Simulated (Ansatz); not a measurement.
Program: Ansatz. Geometries: PBE0-D4/def2-TZVP. ΔE: electronic, gas phase. CCSD(T)/CBS adds triple-zeta CCSD(T) − MP2 to the extrapolated MP2 energy (def2 sets, frozen cores). DFT in def2-TZVPP. B3LYP here is the variant with VWN-RPA as its local correlation; programs differ in this. For Ge outer-core shells are correlated without core-valence functions, which leaves a few kJ/mol of doubt a bond. Scalar relativity is left out up to krypton. Each species was taken in one conformer, which may not be the lowest.

`[SiH3][SiH2][SiH2][SiH2][GeH3]` + `NBS` → `NB(S)[SiH2][SiH3]` + `[SiH3][SiH2][GeH3]`  (formal exchange of groups at the Si–Si bond)

```
             level  ΔE (kJ/mol)  difference from CCSD(T)/CBS
           PBE0-D4         32.4                          3.1
          B3LYP-D4         28.9                         -0.4
           ωB97M-V         27.8                         -1.5
            B2PLYP         24.1                         -5.2
               PBE         26.1                         -3.2
            r2SCAN         27.8                         -1.5
              PBE0         27.9                         -1.4
             B3LYP         21.6                         -7.7
    MP2/def2-TZVPP         28.1                         -1.2
SCS-MP2/def2-TZVPP         25.4                         -3.9
   CCSD/def2-TZVPP         27.0                         -2.3
CCSD(T)/def2-TZVPP         27.6                         -1.7
     HF/def2-QZVPP         22.4                         -6.9
SCS-MP2/def2-QZVPP         26.3                         -3.0
     MP2/CBS(def2)         29.8                          0.5
    CCSD/CBS(def2)         28.7                         -0.6
       CCSD(T)/CBS         29.3                            0
```

Largest T1 diagnostic among the species: 0.014.

In def2-TZVPP, CCSD(T) changes the Hartree–Fock value by +5.1 kJ/mol (the triples alone add +0.6 kJ/mol) and MP2 by +5.6 kJ/mol. The D4 term adds +7.2 kJ/mol with B3LYP and +4.5 kJ/mol with PBE0; it sums over pairs of atoms, weighted by their polarisabilities, and B3LYP, whose exchange is more repulsive, gets the larger term.
